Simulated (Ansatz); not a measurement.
`CC/C=C/[SiH3]` and `[SiH3]/C=[CH]\[GaH2]` differ in one atom or group (the configuration at the double bond changes too).

Ansatz, PBE0-D4/def2-TZVP geometries, multiplicity 1. Each molecule was computed in one conformer, which needn't be the lowest.

Scalar relativity is left out up to krypton.

```tsv
property	`CC/C=C/[SiH3]`
HOMO–LUMO gap (B3LYP/def2-TZVPP) / eV	6.88
HOMO–LUMO gap (ωB97M-V/def2-TZVPP) / eV	11.57
size of the dipole moment (PBE/def2-TZVPP) / D	1.45
size of the dipole moment (ωB97M-V/def2-TZVPP) / D	1.41
LUMO energy (PBE/def2-TZVPP) / eV	-1.22
HOMO energy (B3LYP/def2-TZVPP) / eV	-7.31
```

What does the change do to each property? (An estimate is asked.)

Computed: 
| property | `[SiH3]/C=[CH]\[GaH2]` | shift |
| --- | --- | --- |
| HOMO–LUMO gap (B3LYP/def2-TZVPP) / eV | 6.19 | -0.69 |
| HOMO–LUMO gap (ωB97M-V/def2-TZVPP) / eV | 10.53 | -1.04 |
| size of the dipole moment (PBE/def2-TZVPP) / D | 1.44 | -0.01 |
| size of the dipole moment (ωB97M-V/def2-TZVPP) / D | 1.44 | 0.03 |
| LUMO energy (PBE/def2-TZVPP) / eV | -1.92 | -0.70 |
| HOMO energy (B3LYP/def2-TZVPP) / eV | -7.49 | -0.18 |

With PBE0 the HOMO falls by 0.18 eV and the LUMO falls by 0.87 eV, so the gap narrows by about 0.69 eV. PBE moves the HOMO by -0.10 eV and ωB97M-V by -0.15 eV. Dipoles are sizes alone; their direction can turn.

B3LYP here is the variant with VWN-RPA as its local correlation; programs differ in this.
